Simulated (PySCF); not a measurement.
**Electronic absorption of Ti(OEt)4**

Compound: Ti(OEt)4, C8H20O4Ti (singlet state).
SMILES: `CC[O][Ti]([O]CC)([O]CC)[O]CC`

Computed with TDDFT wB97X-D/def2-SVPD, vertical, gas phase, core orbitals frozen in the response in PySCF. Isolated species at its PBE0-D3(BJ)/def2-SVP geometry, gas phase. Note that the optimisation stopped short of convergence; the values belong to its last geometry.

```
state  E (eV)  E (kJ/mol)  λ (nm)       f  |μ| (D)     main configurations (H = HOMO, L = LUMO)
   S1    5.46         527   226.9  0.0013     0.25          H→L (50%), H→L+1 (32%), H-2→L (10%)
   S2    5.54         535   223.7  0.0007     0.19                     H-2→L (42%), H→L+1 (40%)
   S3    5.59         539   221.8  0.0003     0.13    H-1→L+1 (67%), H-1→L (13%), H-2→L+1 (13%)
   S4    5.72         552   216.6   0.029     1.16          H→L (30%), H-1→L (25%), H-2→L (16%)
   S5    5.80         560   213.7   0.032     1.21      H-1→L (41%), H-2→L (22%), H-1→L+1 (10%)
   S6    5.84         563   212.4   0.017     0.88                 H-2→L+1 (70%), H-1→L+1 (12%)
   S7    6.08         586   204.0  0.0021     0.30                     H→L+3 (40%), H→L+2 (29%)
   S8    6.17         596   200.8  0.0058     0.50    H-1→L+3 (26%), H-1→L+2 (23%), H-4→L (13%)
   S9    6.19         597   200.4  0.0011     0.21                    H-3→L (60%), H-3→L+1 (8%)
  S10    6.21         599   199.7  0.0040     0.41      H-2→L+3 (21%), H-4→L (16%), H-3→L (14%)
  S11    6.36         614   194.8  0.0041     0.41    H-4→L (24%), H-3→L+1 (13%), H-2→L+3 (10%)
  S12    6.40         617   193.8  0.0017     0.26     H→L+4 (19%), H-1→L+4 (14%), H-2→L+4 (9%)
  S13    6.46         623   192.0   0.010     0.65    H-3→L+1 (29%), H→L+4 (14%), H-1→L+4 (11%)
  S14    6.46         624   191.8  0.0091     0.61  H-1→L+4 (30%), H-2→L+4 (10%), H-5→L+1 (10%)
  S15    6.53         630   190.0   0.021     0.91      H-4→L+1 (25%), H→L+5 (11%), H→L+8 (10%)
```

Triplets (Tamm–Dancoff): T1 5.24 eV, H→L (74%); T2 5.29 eV, H-1→L (62%), H-1→L+1 (13%); T3 5.34 eV, H-2→L+1 (46%), H-1→L+1 (17%), H→L+1 (16%); T4 5.38 eV, H→L+1 (45%), H-1→L (13%), H→L (12%).

The lowest singlet lies at 5.46 eV (227 nm, ultraviolet) and is very weak; its leading configuration is HOMO→LUMO (50%). The strongest level in the table is S5 at 5.80 eV (214 nm, f = 0.032). S13/S14 lie within about 0.01 eV of each other. For S1 the Löwdin share of titanium is at most 8% in HOMO and 74% in LUMO (ligand-to-metal charge transfer by this measure). The oscillator strengths of these states sum to 0.140; summed over the whole spectrum of an exact calculation they would give the number of electrons, 122 (Thomas–Reiche–Kuhn). The listed states span 1.06 eV, and the widest gap between neighbours is 0.24 eV (S6 to S7). Orbital energies (eV): HOMO-3 -10.10, HOMO-2 -9.44, HOMO-1 -9.40, HOMO -9.28, LUMO 1.29, LUMO+1 1.33, LUMO+2 1.71. Only the lowest 15 singlets were computed, as vertical energies without vibronic structure.
